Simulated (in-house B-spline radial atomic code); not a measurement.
Results of a calculation; reference values are marked as such.
Light and heavy implants in Ge at 5 keV

The pair potential comes from two frozen, spherical free-atom densities (PBE, B-spline radial code, scalar-relativistic past argon): electrostatics plus the change in Thomas-Fermi kinetic and Dirac exchange energy where they overlap, the recipe behind the universal ZBL potential, which averages such potentials (from solid-state densities) over many pairs. It is written V = (Z1 Z2 e²/r) φ(r/a), with e² = 14.3996 eV·Å and a = 0.46850 Å/(Z1^0.23 + Z2^0.23); ZBL's fit is φ = 0.18175 e^(−3.1998x) + 0.50986 e^(−0.94229x) + 0.28022 e^(−0.4029x) + 0.02817 e^(−0.20162x). Where φ falls below 4e-4 it is continued as an exponential.

The target, Ge, is taken as amorphous, density 5.3234 g/cm³ (NSM archive of the Ioffe Institute); nuclear stopping from classical scattering on these potentials, electronic stopping by Lindhard and Scharff, compounds by atom fraction, projected range from N (S_n + S_e) dR_p/dE = 1 − N S_n (M2/M1) R_p/(2E), which runs up to 8 % short of the full integral equation; no channelling. Lindhard and Scharff's S_e can be off by tens of per cent.

| ion | mass (u) | N S_n (eV/nm) | N S_e (eV/nm) | S_n = S_e at (keV) | path (nm) | projected range (nm) |
| --- | --- | --- | --- | --- | --- | --- |
| F | 19.0 | 198 | 66.1 | 42 | 28.6 | 8.61 |
| Mg | 24.3 | 288 | 74.6 | 74 | 21.8 | 7.24 |
| Si | 28.09 | 350 | 78.6 | 100 | 18.6 | 6.66 |
| Ge | 72.63 | 881 | 89.8 | 700 | 9.42 | 5.07 |
| Te | 127.6 | 1240 | 91.8 | 2100 | 7.3 | 4.8 |
| Xe | 131.29 | 1260 | 92.5 | 2200 | 7.19 | 4.76 |

(1) How do the nuclear share and the range change from the lightest ion to the heaviest?

(2) With a displacement energy of 15 eV taken for illustration, how many displacements per nanometre does Mg start at entry, by the rule 0.8 E_damage/(2 E_d)?

Answers

(1) The nuclear share goes from 75 % for F to 93 % for Xe, and the projected range from 8.61 to 4.76 nm, a factor of 1.8. S_e changes by a factor of 1.40, since the heavy ion is slower but has the larger Z1, while S_n grows 6-fold. The heavy ion also keeps its direction better: R_p is 0.66 of the path, against 0.30.

(2) Taking all nuclear loss as damage energy, an upper bound, 0.8 × 288/(2 × 15) = 7.68 per nm.
